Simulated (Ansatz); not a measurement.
Reaction (ligand exchange at the Si–N bond): `CC(C)=N[SiH3]` + `OCS` → `[SiH3]OCS` + `CC(C)=N`

Isolated molecules relaxed with PBE0-D4/def2-TZVP in Ansatz; ΔE leaves out vibrations. CBS: MP2 limit from def2 TZ/QZ plus the TZ coupled-cluster correction, frozen cores. DFT in def2-TZVPP. B3LYP here is the variant with VWN-RPA as its local correlation; programs differ in this. One conformer a species, not always the lowest.

```
 level  ΔE (kJ/mol)
r2SCAN        -58.4
 B3LYP        -63.1
```

What does CCSD(T)/CBS give? (Estimate.)

Ansatz gave: -61.0 kJ/mol. The listed levels differ from it by 2.6, -2.1 kJ/mol.

Largest T1 diagnostic among the species: 0.012.

In def2-TZVPP, CCSD(T) changes the Hartree–Fock value by +7.9 kJ/mol (the triples alone add +1.8 kJ/mol) and MP2 by +9.4 kJ/mol. The D4 term adds +3.6 kJ/mol with B3LYP and +2.0 kJ/mol with PBE0; it sums over pairs of atoms, weighted by their polarisabilities, and B3LYP, whose exchange is more repulsive, gets the larger term.
